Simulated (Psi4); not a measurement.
CAlCl2NO, singlet, geometry from GFN2-xTB (such geometries of metal compounds can be far from the true shape); MP3/cc-pVDZ run with Psi4.

Input for Psi4:
```
memory 2 GB

molecule mol {
0 1
Al   -0.418228    0.200266   -0.170894
Cl   -2.022512   -1.019092   -0.224611
Cl   -0.307011    2.134568   -0.727266
N     1.098939   -0.526220    0.449043
C     2.109666   -1.010200    0.862041
O     3.086037   -1.477728    1.261000
}

set {
  basis cc-pvdz
  reference rhf
  freeze_core true
}

energy('mp3')
print_variables()
```

What the program printed (banner, timings and long lists left out):

```
    Information: MP3 default algorithm changed to DF in August 2020. Use `set mp_type conv` for previous behavior.
    For method 'MP3', SCF Algorithm Type (re)set to DISK_DF.

   => Loading Basis Set <=

    Name: CC-PVDZ
    Role: ORBITAL
    Keyword: BASIS

         ---------------------------------------------------------
                                   SCF
               by Justin Turney, Rob Parrish, Andy Simmonett
                          and Daniel G. A. Smith
                              RHF Reference
         ---------------------------------------------------------

  ==> Geometry <==

    Molecular point group: c1
    Full point group: C1

    Geometry (in Angstrom), charge = 0, multiplicity = 1:

       Center              X                  Y                   Z               Mass
    ------------   -----------------  -----------------  -----------------  -----------------
         AL          -0.398937614042     0.191029061625    -0.163011839417    26.981538530000
         CL          -2.003221614042    -1.028328938375    -0.216728839417    34.968852682000
         CL          -0.287720614042     2.125331061625    -0.719383839417    34.968852682000
         N            1.118229385958    -0.535456938375     0.456925160583    14.003074004430
         C            2.128956385958    -1.019436938375     0.869923160583    12.000000000000
         O            3.105327385958    -1.486964938375     1.268882160583    15.994914619570

  Running in c1 symmetry.

  Rotational constants: A =      0.07337  B =      0.03747  C =      0.02480 [cm^-1]
  Rotational constants: A =   2199.53837  B =   1123.38255  C =    743.59971 [MHz]
  Nuclear repulsion =  356.634821257562919

  Charge       = 0
  Multiplicity = 1
  Electrons    = 68
  Nalpha       = 34
  Nbeta        = 34

  ==> Algorithm <==

  SCF Algorithm Type is DISK_DF.
  DIIS enabled.
  MOM disabled.
  Fractional occupation disabled.
  Guess Type is SAD.
  Energy threshold   = 1.00e-08
  Density threshold  = 1.00e-08
  Integral threshold = 1.00e-12

  ==> Primary Basis <==

  Basis Set: CC-PVDZ
    Blend: CC-PVDZ
    Number of shells: 42
    Number of basis functions: 96
    Number of Cartesian functions: 102
    Spherical Harmonics?: true
    Max angular momentum: 2

   => Loading Basis Set <=

    Name: (CC-PVDZ AUX)
    Role: JKFIT
    Keyword: DF_BASIS_SCF

  ==> Integral Setup <==

  ==> DiskDFJK: Density-Fitted J/K Matrices <==

    J tasked:                  Yes
[...]
  @DF-RHF Final Energy: -1328.33022497533193
    Total Energy =                      -1328.3302249753319302
  DIE_IF_NOT_CONVERGED          => (empty)
[...]
  ZORA_RADIAL_POINTS            => (empty)
  ZORA_SPHERICAL_POINTS         => (empty)

	For this residual convergence, default PCG convergence is:     1.00e-07
	For this energy convergence, default residual convergence is:     3.16e-07

 ==============================================================================
 ==============================================================================
 ==============================================================================

                     DF-MP3
              Program Written by Ugur Bozkaya
              Latest Revision September 9, 2017

 ==============================================================================
 ==============================================================================
 ==============================================================================

	MO spaces...

	 FC   OCC   VIR   FV
	----------------------
	 18   16    62    0

	Number of basis functions in the DF-CC basis: 396

	Total memory requirement for DF+CC int:     45.42 MB

	Computing DF-MP2 energy ...
	=======================================================================
	Nuclear Repulsion Energy (a.u.)    :   356.63482125756292
	DF-HF Energy (a.u.)                : -1328.33022497533193
	REF Energy (a.u.)                  : -1328.33022497533193
	DF-MP2 Correlation Energy (a.u.)   :    -0.76886975493830
	DF-MP2 Total Energy (a.u.)         : -1329.09909473027028
	=======================================================================

	=======================================================================
	================ MP3 FINAL RESULTS ====================================
	=======================================================================
	Nuclear Repulsion Energy (a.u.)    :   356.63482125756292
	SCF Energy (a.u.)                  : -1328.33022497533193
	REF Energy (a.u.)                  : -1328.33022497533193
	3rd Order Energy (a.u.)            :    -0.01602477312849
	DF-MP2.5 Correlation Energy (a.u.) :    -0.77688214150260
	DF-MP2.5 Total Energy (a.u.)       : -1329.10710711683441
	DF-MP3 Correlation Energy (a.u.)   :    -0.78489452806682
	DF-MP3 Total Energy (a.u.)         : -1329.11511950339877
	=======================================================================

  Variable Map:
  ----------------------------------------------------------------------------
[...]
  Array Variable Map:
  ----------------------------------------------------------------------------
[...]
[...]
```
